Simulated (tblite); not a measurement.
Species: C6H11O (doublet state).
SMILES with atom numbers: `[H]/[C:1]=[CH:2]\[CH2:3][C@@H:4]([OH:5])[CH2:6][CH3:7]` (hydrogens: H8 on C1; H9 on C2; H10, H11 on C3; H12 on C4; H13 on O5; H14, H15 on C6; H16, H17, H18 on C7)

Cartesian coordinates in Å at the GFN2-xTB level; atoms count from 1:
```
atom  x, y, z in Å
C1     3.128    0.772    0.787
C2     2.318   -0.228    0.680
C3     1.241   -0.387   -0.386
C4    -0.135   -0.067    0.219
O5    -0.197    1.277    0.642
C6    -1.249   -0.291   -0.807
C7    -2.628   -0.153   -0.176
H8     3.369    1.668    0.263
H9     2.323   -1.029    1.411
H10    1.253   -1.412   -0.756
H11    1.434    0.297   -1.213
H12   -0.305   -0.733    1.084
H13    0.606    1.476    1.139
H14   -1.135   -1.285   -1.244
H15   -1.134    0.451   -1.598
H16   -2.723    0.826    0.285
H17   -2.775   -0.912    0.589
H18   -3.402   -0.266   -0.930
```

Computed values, GFN2-xTB/tblite, gas phase, harmonic and unscaled. The method is semi-empirical: single wavenumbers can be off by several per cent or more. One conformer, not necessarily the lowest. Open shells enter through the occupations alone, without spin polarisation, and single modes of such species can be off by tens of per cent.

Harmonic wavenumbers (cm⁻¹): 48.6, 70.3, 94.0, 181.0, 221.5, 280.5, 320.1, 333.4, 399.1, 458.6, 477.8, 624.2, 736.5, 809.4, 873.7, 929.8, 937.2, 981.9, 1013.0, 1033.7, 1082.4, 1095.6, 1127.7, 1172.7, 1217.2, 1237.6, 1248.7, 1272.4, 1312.1, 1328.0, 1363.3, 1406.9, 1454.5, 1470.2, 1495.3, 1502.4, 1715.2, 2814.0, 2977.0, 2985.5, 2992.0, 2995.6, 3002.2, 3032.1, 3037.1, 3059.2, 3190.1, 3498.8.

A = 6878, B = 1339, C = 1214 MHz; mass 99.081 u (most abundant isotopes); point group C1, symmetry number 1; spin multiplicity 2.

Task: Zero-point energy?

Result: Half the sum of the wavenumbers: 33455 cm⁻¹ = 95.65 kcal/mol.

Task: Give the ideal-gas entropy at 298.15 K and 1 bar in the rigid-rotor, harmonic-oscillator model (classical rotation).

Result: Translation 39.72, rotation 27.75, vibration 25.46, spin (R ln 2) 1.38: S = 94.3 cal/(mol K).

Task: And Cp and H(298.15 K) − H(0)?

Result: Cp = 34.15 cal/(mol K), of which vibrations give 26.20 (their classical limit is 48 R = 95.4); H(298.15 K) − H(0) = 6.33 kcal/mol without the zero-point energy, 3.96 from vibrations.

Task: Which modes carry the vibrational entropy at 298.15 K?

Result: 48.6 cm⁻¹: 4.87; 70.3 cm⁻¹: 4.14; 94.0 cm⁻¹: 3.58; 181.0 cm⁻¹: 2.32; 221.5 cm⁻¹: 1.95; 280.5 cm⁻¹: 1.53 cal/(mol K); the other 42 give 7.07 together.

Task: What must be added to the electronic energy to get the Gibbs energy at 298.15 K and 1 bar?

Result: ZPE + [H(298.15 K) − H(0)] − T·S = 95.65 + 6.33 − 28.12 = 73.86 kcal/mol.

Task: Blend soft modes into free rotors: weight 1/[1 + (100 cm⁻¹/ν̃)⁴] for the oscillator and the rest for a rotor with moment μB/(μ + B), μ = h/(8π²ν), B = 10⁻⁴⁴ kg m². What vibrational entropy results?

Result: 23.11 cal/(mol K) in place of 25.46, which changes −T·S at 298.15 K by +0.70 kcal/mol.

Task: How do the functions run with temperature in this model?

Result: 
| T (K) | S (cal/(mol K)) | Cp (cal/(mol K)) | H − H(0) (kcal/mol) | G − H(0) (kcal/mol) | ln q(vib) |
| --- | --- | --- | --- | --- | --- |
| 150 | 75.7 | 21.6 | 2.22 | -9.14 | 2.75 |
| 250 | 88.7 | 29.9 | 4.79 | -17.38 | 5.04 |
| 400 | 105.6 | 43.2 | 10.28 | -31.97 | 8.40 |
| 600 | 126.1 | 57.8 | 20.46 | -55.18 | 12.83 |
| 900 | 152.5 | 72.2 | 40.13 | -97.08 | 19.21 |

q(vib) and H(0) count from the zero-point level.

Hindered rotation and anharmonicity are outside this model. Other conformers, if any are populated, would add a mixing term that is left out. The structure is chiral; the term R ln 2 for an equal mix with its mirror image is left out.
